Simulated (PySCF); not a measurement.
Compound: C4H9NSi.
SMILES with atom numbers: `[CH2:1]=[N:2][SiH:3]1[CH2:4][CH2:5][CH2:6]1` (hydrogens: H7, H8 on C1; H9 on Si3; H10, H11 on C4; H12, H13 on C5; H14, H15 on C6)

Structure used (GFN2-xTB), in Å, numbered top down from 1:
```
atom  x, y, z in Å
C1     2.993   -0.272    0.017
N2     1.757   -0.286    0.194
Si3    0.427    0.217   -0.771
C4    -1.004   -1.039   -0.681
C5    -1.928    0.033   -0.079
C6    -0.888    1.108    0.283
H7     3.491    0.104   -0.880
H8     3.645   -0.656    0.797
H9     0.675    0.798   -2.098
H10   -1.372   -1.464   -1.610
H11   -0.826   -1.857    0.013
H12   -2.510   -0.317    0.773
H13   -2.622    0.409   -0.830
H14   -1.180    2.115   -0.002
H15   -0.664    1.113    1.346
```

Method: PySCF 2.14.0, density-fitted response routines, TDDFT PBE0/def2-SVPD, vertical, gas phase, core orbitals frozen in the response.

Frontier orbitals with the atoms that hold most of them (Löwdin shares over 4%, at most four atoms; ? is withheld):

| orbital | ε (eV) | atoms |
| --- | --- | --- |
| HOMO-3 | -9.08 | C5 25%, H13 15%, C4 14%, C6 14% |
| HOMO-2 | -7.92 | C5 19%, Si3 18%, C4 17%, C6 17% |
| HOMO-1 | -7.59 | ? |
| HOMO | -7.04 | N2 55%, C1 15%, Si3 10%, H7 6% |
| LUMO | ? | ? |
| LUMO+1 | 0.68 | Si3 25%, C1 23%, H7 12%, H9 11% |
| LUMO+2 | 0.94 | Si3 29%, H9 15%, C6 10%, C4 9% |

(1) Which atoms hold the HOMO-1, and with what shares?

(2) Give the leading atoms of the LUMO.

(3) What is the LUMO energy, and the HOMO–LUMO gap?

Answers

(1) C6 (bonded to C, Si and 2 H) 26%; C4 (bonded to C, Si and 2 H) 26%; Si3 (bonded to 2 C, N and H) 20%; H10 (bonded to C) 5%. By element: carbon 52% or more, silicon 20%, hydrogen 5% or more.

(2) C1 (bonded to N and 2 H) 41%; N2 (bonded to C and Si) 32%; Si3 (bonded to 2 C, N and H) 7%; H8 (bonded to C) 6%.

(3) ε(LUMO) = -1.04 eV; the gap is 6.00 eV (0.2203 hartree).

How does S1 compare with the orbital gap of 6.00 eV?

S1 is at 3.96 eV (f = 0.0005), 2.04 eV below the gap, made of HOMO→LUMO (97%). Without the coupling terms of the response equations the lowest excitation would equal the gap.

One configuration dominates each of S1, S2, S3 and S4. Which, and how do the shares of the two leading atoms of either orbital change from the occupied to the empty one?

- S1 (3.96 eV, f 0.0005), HOMO→LUMO (97%): N2 55% → 32%, C1 15% → 41%
- S2 (5.69 eV, f 0.0039), HOMO-2→LUMO (96%): C5 19% → at most 6%, Si3 18% → 7%, C1 at most 17% → 41%, N2 at most 17% → 32%
- S3 (5.70 eV, f 0.168), HOMO-1→LUMO (98%): C6 26% → at most 6%, C4 26% → at most 6%, C1 at most 5% → 41%, N2 at most 5% → 32%
- S4 (6.45 eV, f 0.041), HOMO→LUMO+1 (95%): N2 55% → at most 11%, C1 15% → 23%, Si3 10% → 25%

One conformer stands for the species.
